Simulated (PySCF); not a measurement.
Spectra and structures to be paired. Computed, not measured: TDDFT CAM-B3LYP/def2-SVPD, vertical, gas phase, core orbitals frozen in the response (PySCF 2.14.0, density-fitted response routines). Geometries: GFN2-xTB; one conformer of each isolated species. Triplets are in the Tamm–Dancoff approximation.

A. `C=C=PC1=CC=CN=C1`
B. `C1=NCCC1`
C. `C(F)(Cl)F`
D. `CCc1ncco1`
E. `C=N/N=C\C`

Lowest singlet levels (six at most, fewer where fewer were computed) with oscillator strengths:

1. 196 nm (f 0.247); 188 nm (f 0.003); 183 nm (f 0.017); 168 nm (f 0.044); 165 nm (f 0.012); 157 nm (f 0.001); T1 4.19 eV
2. 254 nm (f 0.005); 238 nm (f 0.007); 199 nm (f 0.070); 192 nm (f 0.487); 179 nm (f 0.053); 174 nm (f 0.087); T1 3.88 eV
3. 158 nm (f 0.004); 157 nm (f 0.000); 133 nm (f 0.061); 132 nm (f 0.064); 128 nm (f 0.105); 121 nm (f 0.007); T1 7.00 eV
4. 290 nm (f 0.003); 270 nm (f 0.212); 267 nm (f 0.001); 251 nm (f 0.004); 247 nm (f 0.002); 238 nm (f 0.086); T1 2.66 eV
5. 225 nm (f 0.003); 173 nm (f 0.020); 164 nm (f 0.185); 162 nm (f 0.001); 151 nm (f 0.006); 146 nm (f 0.024); T1 4.67 eV

Problem. Which spectrum belongs to which structure?

Solution. 1 = D, 2 = E, 3 = C, 4 = A, 5 = B.
- A: S1 at 4.27 eV, HOMO-1→LUMO (86%); Löwdin shares by element: HOMO carbon 47% or more, phosphorus 23% (atoms not listed hold the other 30%); LUMO carbon 42% or more, phosphorus 26% (atoms not listed hold the other 32%); HOMO -8.02 and LUMO -0.84 eV; point group Cs.
- B: S1 at 5.51 eV, HOMO→LUMO (95%); Löwdin shares by element: HOMO nitrogen 61%, carbon 27% or more; LUMO (one of a set within 0.03 eV) carbon 42% or more, nitrogen 34%, hydrogen 8% or more (atoms not listed hold the other 16%); HOMO -8.78 and LUMO 1.35 eV; point group Cs.
- C: S1 at 7.83 eV, HOMO→LUMO (84%); Löwdin shares by element: HOMO chlorine 84%, carbon 10%; LUMO chlorine 59%, carbon 23%, hydrogen 10%, fluorine 4% or more; HOMO -11.19 and LUMO 0.93 eV; point group Cs, 1 of its 6 listed states under f = 0.0005.
- D: S1 at 6.33 eV, HOMO→LUMO (89%); Löwdin shares by element: HOMO carbon 69% or more, nitrogen 11% (atoms not listed hold the other 19%); LUMO carbon 30% or more, oxygen 16%, nitrogen 11% (atoms not listed hold the other 43%); HOMO -8.27 and LUMO 1.05 eV.
- E: S1 at 4.88 eV, HOMO→LUMO (63%), HOMO-1→LUMO (17%), HOMO-1→LUMO+1 (9%); Löwdin shares by element: HOMO nitrogen 57%, carbon 30% or more; LUMO nitrogen 43%, carbon 36% or more (atoms not listed hold the other 21%); HOMO -8.20 and LUMO 0.79 eV.
